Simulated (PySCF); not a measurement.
**Electronic structure of Zn⁺ (zinc, charge +1) at the BP86 level**

Configuration: [Ar] 3d10 4s1, 2S determinant. Calculation: PySCF 2.14, in x2c-SVPall (5s3p3d1f, 36 functions); the spin-free X2C one-electron Hamiltonian (Gaussian nucleus).

| Property | Result |
| --- | --- |
| Total energy | -1795.521 hartree |
| One-electron energy | -2491.222 hartree |
| Hartree (Coulomb) energy | 767.760 hartree |
| Exchange-correlation energy | -72.059 hartree |
| ⟨S²⟩ | 0.7509 |
| ⟨L²⟩ | 0.000 |
| Sum of ⟨r⟩ | 18.79 bohr |
| Sum of ⟨r²⟩ | 22.56 bohr² |
| Langevin diamagnetic susceptibility | -17.9 ×10⁻⁶ cm³/mol |
| Time after the integrals | 0.32 s of wall time on 1 thread of Neoverse-V2 (shared host) |

```
shell  electrons  mean orbital energy (hartree)  rms radius, mean of both spins (bohr)
 1s α          1                     -350.24157                                 0.0580
 1s β          1                     -350.23987                                 0.0580
 2s β          1                      -42.96876                                  0.245
 2s α          1                      -42.96845                                  0.245
 2p α          3                      -37.31919                                  0.219
 2p β          3                      -37.31911                                  0.219
 3s α          1                       -5.12206                                  0.733
 3s β          1                       -5.12153                                  0.733
 3p α          3                       -3.44143                                  0.778
 3p β          3                       -3.44016                                  0.778
 3d α          5                       -0.74745                                   1.03
 3d β          5                       -0.74044                                   1.03
 4s α          1                       -0.54015                                   2.60
```

Densities and radii are taken from the X2C orbitals without a picture-change correction, which distorts them close to the nucleus.
